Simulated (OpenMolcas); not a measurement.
An atom or ion with 30 electrons was computed by MS-CASPT2, IPEA 0.25 Eh, imaginary shift 0.1 Eh with spin-orbit coupling (OpenMolcas, ANO-RCC-VQZP, DKH2). The lowest levels that the run gave, each within 12 % of the measured value where one is at hand:

| J | Parity | E (cm⁻¹) | g |
| --- | --- | --- | --- |
| 0 | even | 0.0 |  |
| 0 | odd | 46250 |  |
| 1 | odd | 46640 | 1.501 |
| 2 | odd | 47430 | 1.501 |
| 1 | odd | 71120 | 1.000 |

Task: Which ion is it, and what are the configurations and terms?

Result: Ga⁺ (Z = 31, charge +1; active space 2 electrons in 8 orbitals (4s 4p 5s 5p)). J, parity and g give the terms where levels are pure, and mixed ones are named by the computed weights; the size of the splittings, set against known spectra of the 30-electron sequence, gives the charge. In order, with the measured energies in cm⁻¹ (NIST Handbook of Basic Atomic Spectroscopic Data): 4s² ¹S₀, 4s 4p ³P°₀ (47368), 4s 4p ³P°₁ (47814), 4s 4p ³P°₂ (48750), 4s 4p ¹P°₁ (70701).

Over all roots computed the reference weight is 0.88 to 0.96; the roots of lowest weight are the least certain, and an intruder state may touch them. The run also gave levels led by 4s 5s, which use shells meant for correlation; these and all levels above them are left out. Computed and measured levels are paired by configuration, term and J; levels that our copy of the source lacks, or whose pairing is in doubt (as where it misses far off the trend of its configuration), stay unpaired and out of the deviations. Levels of configurations outside the active space are missing.

° marks odd parity.
